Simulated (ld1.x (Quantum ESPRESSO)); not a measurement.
**Varying the TM potential for Co (Z = 27)**

Base potential:

- Element: Co (Z = 27)
- Generator: ld1.x (Quantum ESPRESSO) 7.5
- Type: norm-conserving Troullier–Martins (Kleinman–Bylander form)
- Functional: BP86
- Relativity: scalar-relativistic
- Frozen core: [Ne]
- Valence charge: 17
- Reference configuration: 3s2 3p6 3d7 4s1.75 4p0.25
- Partial waves: 3s (bound): rc 0.75 bohr; 3p (bound): rc 1.15 bohr; 3d (bound): rc 1.30 bohr
- Local potential: the d channel
- Core correction: none

Occupied shells without a wave of their own: 4p, 4s. They enter only through the test configuration that unscreens the potential.

All-electron outer shells of the reference configuration (BP86, scalar-relativistic, ld1.x):

```csv
shell,level (eV),outermost node (bohr),outermost maximum (bohr)
2s,-899.91,0.08,0.21
2p,-770.80,–,0.17
3s,-102.99,0.31,0.66
3p,-66.24,0.28,0.68
3d,-8.83,–,0.66
4s,-5.96,0.96,2.29
4p,-1.63,1.05,3.17
```

Cutoffs, loose and tight: the cutoffs (Ry, on a coarse ladder) from which the occupation-weighted sum of valence levels, in a spherical-Bessel basis at the reference potential, stays within 10 and 1 mRy of its value at 400 Ry. They do not see the model core or the augmentation charge, which bear on the density cutoff. Test errors are all-electron minus pseudo excitation energies from the reference, over the configurations 3s2 3p6 3d7 4s2 4p0; 3s2 3p6 3d7 4s1 4p0; 3s2 3p6 3d7 4s0 4p0; 3s1 3p6 3d7 4s2 4p0; 3s2 3p6 3d7 4s0 4p2; 3s2 3p6 3d8 4s0 4p0; 3s2 3p5 3d7 4s2 4p0. A dash means not determined; rows that change the core or the reference have their own tests.

A true bound ghost makes a file unfit for plane-wave use even where its test errors are small: the radial tests pick states by their node count and pass the ghost by.

```tsv
change	outcome	cutoff, loose	cutoff, tight	bound ghosts	largest test error (meV)
base	generated	230 Ry	over 300 Ry	none	+429
reference 3s2 3p6 3d7 4s2 4p0	generated	230 Ry	over 300 Ry	none	+554
core [Ar], valence charge 9; reference 3d7 4s1.75 4p0.25; waves now 4s (bound): rc 1.80 bohr; 3d (bound): rc 1.60 bohr; 4p (bound): rc 3.20 bohr; local potential the p channel	generated	100 Ry	180 Ry	s	-1556
wave 3p (bound): rc 1.15 bohr becomes 3p (bound): rc 1.78 bohr	generated	230 Ry	over 300 Ry	none	+470
wave 3s (bound): rc 0.75 bohr becomes 3s (bound): rc 0.62 bohr	generated	230 Ry	over 300 Ry	none	+395
wave 3d (bound): rc 1.30 bohr becomes 3d (bound): rc 1.46 bohr	generated, misses its reference levels by 0.30 eV	230 Ry	over 300 Ry	none	+930
all radii scaled by about 1.36 (s 1.02, p 1.56, d 1.78 bohr)	generated, misses its reference levels by 0.29 eV	140 Ry	180 Ry	none	+578
local potential the s channel	generated	230 Ry	over 300 Ry	none	-142
```
